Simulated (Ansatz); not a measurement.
**Two isomers of AlAsH4Si**

We compare X, `[AlH]1[SiH2][AsH]1`, a singlet, with Y, `[AlH2][As]=[SiH2]`, a singlet. Both are isolated molecules in the gas phase, relaxed with B3LYP-D3(BJ)/def2-SVP; the shapes shown needn't be the lowest conformers.

X (Å):

| atom | x (Å) | y (Å) | z (Å) |
| --- | --- | --- | --- |
| Al | 0.3843 | -0.7155 | 2.4592 |
| As | -1.4159 | -0.5400 | 0.8426 |
| Si | 0.6623 | 0.8025 | 0.6809 |
| H | 0.8864 | -1.6137 | 3.6555 |
| H | 0.2557 | 2.2161 | 0.9286 |
| H | 1.4364 | 0.6958 | -0.5898 |
| H | -0.5203 | -1.7978 | 0.5864 |

Y (Å):

```xyz
7

Al    1.3028    0.0293    2.4962
As   -0.2991   -1.6506    1.8047
Si   -0.8168   -0.4425    0.0599
H     2.1237   -0.2343    3.8283
H    -0.2597    0.8810   -0.3426
H     1.5390    1.3576    1.6585
H    -1.8409   -0.8821   -0.9321
```

Question: Estimate which is lower in electronic energy at CCSD(T)/def2-TZVP, and by roughly how much.

Answer: The CCSD(T)/def2-TZVP calculation puts structure Y lower, by 5.7 kcal/mol.

The same difference at several levels:

| level | geometry | E(Y) − E(X) (kcal/mol) | departure from the last row (kcal/mol) | job, with rough time for the two |
| --- | --- | --- | --- | --- |
| B3LYP-D3(BJ)/def2-SVP | B3LYP-D3(BJ)/def2-SVP | −5.6 | +0.1 | optimisation, 3.9 min |
| HF/def2-TZVP | B3LYP-D3(BJ)/def2-SVP | −8.5 | −2.7 | part of the CCSD(T) run |
| MP2/def2-TZVP | B3LYP-D3(BJ)/def2-SVP | −7.1 | −1.3 | part of the CCSD(T) run |
| CCSD(T)/def2-TZVP | B3LYP-D3(BJ)/def2-SVP | −5.7 |  | single point, 2.5 min |

As drawn, Y has 1 As=Si, 1 Al–H in place of 1 Al–Si, 1 As–Si, 1 As–H. Structure X has a 3-membered ring, Y no ring.

The levels shown agree on the order. The largest departure from CCSD(T)/def2-TZVP is that of HF/def2-TZVP, 2.7 kcal/mol. Levels run at GFN2-xTB geometries aren't shown.

With harmonic frequencies from B3LYP-D3(BJ)/def2-SVP (ideal gas, rigid rotor, one conformer each, 298.15 K, 1 atm): the zero-point term adds 0.0 kcal/mol; ΔH is −5.6 and ΔG −6.1 kcal/mol.

The correlated steps freeze 19 core orbitals; the filled d shell of As is correlated, in a basis made for valence electrons. Mirror images aren't counted in ΔG. Run with Ansatz 0.2.0; the last row on 1 thread of AMD EPYC (Zen 3) on a shared host.
